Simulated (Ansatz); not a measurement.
Isolated molecules relaxed with PBE0-D4/def2-TZVP in Ansatz; ΔE leaves out vibrations. CCSD(T)/CBS adds triple-zeta CCSD(T) − MP2 to the extrapolated MP2 energy (def2 sets, frozen cores). This one scheme is used for every species. DFT in def2-TZVPP. B3LYP here is the variant with VWN-RPA as its local correlation; programs differ in this. def2 core potentials past Kr. For Sb outer-core shells are correlated without core-valence functions, which leaves a few kJ/mol of doubt a bond. Each species was taken in one conformer, which may not be the lowest.

`C[O][Sb]([F])[SiH3]` + H₂ → `[F][SbH][SiH3]` + CH₃OH  (hydrogenolysis of the Sb–O bond)

`C[O][Sb]([F])[SiH3]`:

```xyz
11

C    -1.914   -0.717   -1.027
O    -0.607   -0.351   -0.640
Sb   -0.081   -0.475    1.235
F    -0.791    1.227    1.801
Si    2.224    0.552    0.605
H    -2.290   -1.589   -0.475
H    -2.614    0.112   -0.880
H    -1.895   -0.971   -2.089
H     1.993    1.753   -0.234
H     3.019   -0.460   -0.141
H     2.957    0.919    1.846
```

H₂:

Cartesian coordinates in Å:
```
H -0.182 -0.318 -0.070
H 0.182 0.318 0.070
```

`[F][SbH][SiH3]`:

```xyz
7

F    -1.552    1.742   -0.834
Sb   -0.752    0.130   -1.532
Si    0.817   -0.184    0.506
H    -1.894   -0.913   -0.786
H     0.081    0.039    1.776
H     1.958    0.762    0.410
H     1.342   -1.577    0.461
```

CH₃OH:

Z-matrix (Å, degrees):
```
C
O 1 1.409
H 1 1.097 2 112.4
H 1 1.090 2 107.0 3 -118.5
H 1 1.097 2 112.4 3 123.0
H 2 0.959 1 108.5 3 -61.6
```

```tsv
level	ΔE (kcal/mol)	difference from CCSD(T)/CBS
LDA (SPW92)	1.6	-1.6
revPBE-D4	4.5	1.3
r2SCAN-D4	3.3	0.1
B3LYP-D4	3.2	0.0
ωB97X-V	1.9	-1.3
PBE-QIDH	-0.1	-3.3
B3LYP	0.5	-2.7
BHLYP	-1.6	-4.8
LC-ωPBE	-0.7	-3.9
RPA@PBE/def2-TZVPP	1.6	-1.6
MP2/def2-SVP	0.0	-3.2
CCSD(T)/def2-SVP	-2.2	-5.4
MP2/def2-TZVPP	3.5	0.3
SCS-MP2/def2-TZVPP	2.6	-0.6
MP2/def2-QZVPP	4.9	1.7
SCS-MP2/def2-QZVPP	3.8	0.6
CCSD(T)/CBS	3.2	0
```

Largest T1 diagnostic among the species: 0.015.

In def2-TZVPP, CCSD(T) changes the Hartree–Fock value by +6.2 kcal/mol (the triples alone add +1.8 kcal/mol) and MP2 by +8.4 kcal/mol. From PBE to PBE0 (25 % exact exchange), in def2-TZVPP and without D4, ΔE moves by −2.8 kcal/mol.

CCSD(T)/CBS has its own doubt, a few kJ/mol and more with outer-core shells, so smaller differences from it don't rank the levels.
